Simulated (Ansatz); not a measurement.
Relaxation of a periodic cell of 20 atoms, O (contents 10 O2, density as packed 1.26 g/cm³ with natural masses), to a largest force component of 0.3 eV/Å in at most 15 steps.

Computed with DFT PBE, scalar-relativistic, plane waves, PAW in Ansatz 0.2.0. Settings: accuracy low, cutoff 420 eV, k mesh 1x1x1, fermi-dirac smearing 0.05 eV, spin collinear.

```xyz
20
Lattice="7.5067 0.0000 0.0000 0.0000 7.5067 0.0000 0.0000 0.0000 7.5067" Properties=species:S:1:pos:R:3:forces:R:3
O 7.571 4.682 6.836 -0.83 -1.66 0.89
O 6.870 3.864 7.462 1.07 0.76 -1.34
O 6.883 4.910 4.090 0.38 -1.87 -0.40
O 7.105 3.735 3.738 -0.28 1.90 0.67
O 0.328 1.295 5.383 1.86 -0.09 -0.87
O 1.265 0.874 4.678 -1.33 0.28 1.32
O 3.566 6.059 2.618 -1.59 -0.88 -0.59
O 2.613 5.459 2.084 1.22 0.99 1.20
O 3.895 2.325 0.652 0.59 0.40 1.85
O 4.265 2.718 1.775 -0.57 -0.50 -1.68
O 6.026 6.536 2.026 1.02 -1.45 -0.80
O 6.705 5.582 1.601 -1.09 1.84 0.90
O 3.315 2.448 5.622 -0.03 0.05 -2.02
O 3.238 2.480 4.379 0.34 0.15 1.81
O 3.516 5.749 6.822 -0.96 -1.36 0.50
O 2.852 4.768 7.206 1.01 1.40 -0.97
O 6.935 1.297 3.036 -0.52 0.33 -2.30
O 6.830 1.533 1.817 0.34 -0.25 1.65
O 6.610 6.831 6.027 -1.96 0.50 -0.72
O 5.602 7.236 5.416 1.31 -0.54 0.88
```

Task: Where does it end, and by what steps?

Result: It converged. The threshold is loose, so the end isn't yet a minimum. The force dipped under the threshold on the way, but the program's further checks kept it going. Limits of this set-up: coarse k mesh, low accuracy level. After 14 steps the energy has fallen by 1.768 eV; O17 moved furthest, 1.35 Å.

```tsv
step	energy less start (eV)	largest force component (eV/Å)	accepted
0	0.0000	2.299	yes
1	-0.8253	1.654	yes
2	-1.1373	1.558	yes
3	-1.3494	1.050	yes
4	-1.5047	0.765	yes
5	-1.6041	0.428	yes
6	-1.6616	0.617	yes
7	-1.7065	0.132	yes
8	-1.7065	0.131	yes
9	-1.7006	0.952	no
10	-1.7192	0.306	yes
11	-1.7307	0.345	yes
12	-1.7332	0.856	yes
13	-1.7679	0.080	yes
14	-1.7679	0.079	yes
```

```xyz
20
Lattice="7.5067 0.0000 0.0000 0.0000 7.5067 0.0000 0.0000 0.0000 7.5067" Properties=species:S:1:pos:R:3
O 7.678 4.141 7.148
O 6.562 3.677 7.005
O 6.861 4.766 4.096
O 7.063 3.678 3.587
O 1.038 1.540 5.670
O 1.380 0.411 5.373
O 2.841 5.815 3.676
O 2.254 5.425 2.682
O 3.381 1.777 1.009
O 4.382 2.445 1.198
O 5.308 6.822 1.828
O 6.197 6.092 1.427
O 4.034 2.679 5.369
O 3.732 2.745 4.191
O 3.035 6.213 7.247
O 3.060 5.014 7.037
O 8.109 0.999 2.446
O 7.856 1.318 1.299
O 5.802 7.390 6.067
O 5.416 7.431 4.914
```

Run time: 38 s on 1 thread of Intel(R) Xeon(R) 6975P-C (Granite Rapids) (shared host), peak memory 0.56 GiB.
